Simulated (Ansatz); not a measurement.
Two structures of BSiH5SF2, closed shell, reached by relaxing down either side of one saddle point (PBE0-D4/def2-TZVP). Energies are electronic, without zero-point energy. Ansatz 0.2.0; basis: def2-TZVPP and def2-QZVPP; cores frozen in the correlated methods. Extrapolation: Hartree–Fock as exp(−7.88 √X), correlation as X^−2.97. First:

```xyz
10
angstrom
B 0.7841 -1.6360 -0.7479
S 1.6226 -0.6095 -1.9655
F -0.0545 -2.5659 -1.1572
F 0.9810 -1.5015 0.5509
H -1.4884 0.1854 -0.1037
Si -1.1247 1.2398 0.8777
H 2.2900 0.1135 -1.0522
H 0.2747 1.6730 0.6357
H -2.0357 2.3996 0.7079
H -1.2490 0.7014 2.2544
```

Second:

B1  (-0.122, -1.282, 0.500)
S2  (1.147, -0.122, -2.005)
F3  (-0.890, -2.143, -0.147)
F4  (1.042, -1.747, 0.929)
H5  (0.380, 0.946, -2.274)
Si6  (-0.776, 0.575, 0.990)
H7  (2.054, 0.621, -1.351)
H8  (0.373, 1.509, 1.133)
H9  (-1.693, 1.095, -0.059)
H10  (-1.516, 0.548, 2.283)
(Å)

Problem. Which bonds change from the first to the second?

Solution. BHSF₂ ([F][B]([F])[SH]) + SiH₄ → BSiH₃F₂ ([F][B]([F])[SiH3]) + H₂S; bonds formed: B1–Si6, S2–H5; bonds broken: B1–S2, H5–Si6.

Problem. Give the saddle point's structure and its height above each. (Judge from chemistry; the value comes from the calculation.)

Solution. Computed: 213.1 kJ/mol above the first and 138.9 kJ/mol above the second (CCSD(T) at an estimated basis limit (MP2 extrapolated from triple and quadruple zeta, plus CCSD(T) − MP2 in triple zeta)).
B1  (0.184, -0.951, -0.122)
S2  (1.015, -0.389, -1.996)
F3  (-0.781, -1.848, -0.395)
F4  (1.192, -1.298, 0.699)
H5  (0.159, 0.297, -0.811)
Si6  (-0.805, 0.794, 0.807)
H7  (2.133, 0.079, -1.416)
H8  (0.131, 1.892, 1.164)
H9  (-1.957, 1.334, 0.043)
H10  (-1.271, 0.089, 2.028)
(Å)

The T1 diagnostic stays at or below 0.014.

Labels in which every atom is bracketed show which atoms are joined, not bond orders.

For scale, one of the runs: CCSD(T)/def2-TZVPP, 247 basis functions, launched by `ansatz run in.yaml --threads 4 --pin off --events-out ev --progress --plain --max-ram 9574MiB`. Hardware: 4 CPU threads of an Arm Neoverse V2, shared host. Wall time 2.6 min; peak host memory 5 GiB.
